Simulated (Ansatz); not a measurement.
**A barrier at the coupled-cluster level**

Start structure (GeH4O, closed shell), relaxed at PBE0-D4/def2-TZVP:

Ge1  (-0.156, 0.680, 1.143)
H2  (-0.006, -0.698, -1.130)
O3  (0.142, -1.039, -0.242)
H4  (0.538, 1.567, 0.000)
H5  (-1.577, 0.820, 0.433)
H6  (1.059, -1.330, -0.205)
(Å)

The step: GeH₄O ([OH2][GeH2]) → GeH₂O ([OH][GeH]) + H₂; bonds formed: H2–H4; dative contacts that become bonds: Ge1–O3; bonds broken: Ge1–H4, H2–O3. Computed with Ansatz 0.2.0 (basis: def2-TZVPP and def2-QZVPP); correlated methods freeze the cores. Filled d shells of the heavier atoms are correlated. The def2 sets are not built for correlating such inner shells, so the correlated values are less sure here. Extrapolation: Hartree–Fock as exp(−7.88 √X), correlation as X^−2.97. Energies below are by CCSD(T) at an estimated basis limit (MP2 extrapolated from triple and quadruple zeta, plus CCSD(T) − MP2 in triple zeta).

**Question.** What are the electronic barrier and the energy of the step, from the start structure to the end structure? (Judge from chemistry; the value comes from the calculation.)

**Answer.** By the calculation: Barrier 23.68 kcal/mol; step energy -3.24 kcal/mol (downhill); reverse barrier, their difference, 26.91 kcal/mol. Barrier and step energy count from the start structure, the reverse barrier from the end structure.

The saddle point: One imaginary mode of 1290i cm⁻¹.
```
  pair  start (Å)  saddle (Å)  end (Å)
Ge1–O3       2.23        2.00     1.79
 H2–H4       2.59        0.97     0.75
Ge1–H4       1.60        1.83     2.61
 H2–O3       0.96        1.34     3.23
```

Zero-point energy (harmonic, PBE0-D4): ZPE is 23.86 kcal/mol at the start and 21.56 kcal/mol at the saddle, so the barrier goes from 23.68 to 21.38 kcal/mol.

First-order rate constant out of the start structure at 498 K by transition-state theory, with harmonic vibrational free energies alone and no tunnelling: ΔA‡ = 23.38 kcal/mol, so k = (kB T/h) exp(−ΔA‡/kB T) ≈ 10^3 s⁻¹ (an order of magnitude at best: rotation, the number of equivalent paths and anharmonicity are left out).

No T1 diagnostic of these runs exceeds 0.016.

Labels in which every atom is bracketed show which atoms are joined, not bond orders.

For scale, one of the runs: CCSD(T)/def2-TZVPP, 135 basis functions, launched by `ansatz run in.yaml --threads 2 --pin off --events-out ev --progress --plain --max-ram 4352MiB`. Hardware: 2 CPU threads of an Arm Neoverse V2, shared host. Wall time 14 s; peak host memory 0.72 GiB.
